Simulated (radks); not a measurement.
Values are calculated unless marked as measured or tabulated.
Q: Neutral hafnium, 72 electrons, occupied as [Xe] 4f14 5d2 6s2. Level of theory: scalar-relativistic Kohn-Sham, PBEsol, spin-polarised, spherical densities, point nucleus; open shells are filled with parallel spins first (spin-orbit coupling, left out, can overturn this in heavy ions) (a radial shooting solver on a logarithmic mesh with Libxc functionals). Some entries of the table are withheld. Estimate them.

| orbital | occ. | eigenvalue (hartree) | <r^2> (bohr^2) | <r> (bohr) |
|---|---|---|---|---|
| 1s down | 1 | -2398.391 | 0.0004951 | 0.01899 |
| 1s up | 1 | -2398.391 | 0.0004951 | 0.01899 |
| 2s up | 1 | -410.1762 | 0.007643 | 0.08039 |
| 2s down | 1 | -410.1743 | 0.007643 | 0.08039 |
| 2p up | 3 | -360.1824 | 0.006286 | 0.07174 |
| 2p down | 3 | -360.1809 | 0.006286 | 0.07174 |
| 3s up | 1 | -93.44654 | 0.04980 | 0.2087 |
| 3s down | 1 | -93.44633 | 0.04980 | 0.2087 |
| 3p up | 3 | -78.51427 | 0.05044 | 0.2086 |
| 3p down | 3 | -78.51398 | 0.05044 | 0.2086 |
| 3d up | 5 | -60.83991 | 0.04188 | 0.1890 |
| 3d down | 5 | -60.83892 | 0.04188 | 0.1890 |
| 4s up | 1 | -18.81052 | 0.2477 | 0.4683 |
| 4s down | 1 | -18.80944 | 0.2477 | 0.4683 |
| 4p up | 3 | -13.91165 | 0.2820 | 0.4978 |
| 4p down | 3 | -13.91064 | 0.2820 | 0.4978 |
| 4d up | 5 | -7.58404 | 0.3326 | 0.5353 |
| 4d down | 5 | -7.58266 | 0.3325 | 0.5353 |
| 5s up | 1 | -2.46852 | 1.455 | 1.137 |
| 5s down | 1 | -2.44721 | 1.444 | 1.133 |
| 5p up | 3 | -1.31742 | 2.064 | 1.346 |
| 5p down | 3 | -1.28667 | 2.039 | 1.339 |
| 4f up | 7 | -0.61651 | 0.6007 | 0.6795 |
| 4f down | 7 | -0.61109 | 0.5907 | 0.6753 |
| 6s up | 1 | -0.20081 | 13.04 | 3.385 |
| 6s down | 1 | -0.16894 | 14.21 | 3.524 |
| 5d up | 2 | -0.11499 | (1) | 2.460 |
| 5d down | 0 | -0.07491 | (2) | 2.601 |
| 6p up | 0 | (3) | 28.27 | (4) |
| 6p down | 0 | (5) | 33.65 | (6) |

A: 
(1) 5d up <r^2> (bohr^2): 7.519
(2) 5d down <r^2> (bohr^2): 8.656
(3) 6p up eigenvalue (hartree): -0.05637
(4) 6p up <r> (bohr): 4.925
(5) 6p down eigenvalue (hartree): -0.04040
(6) 6p down <r> (bohr): 5.348
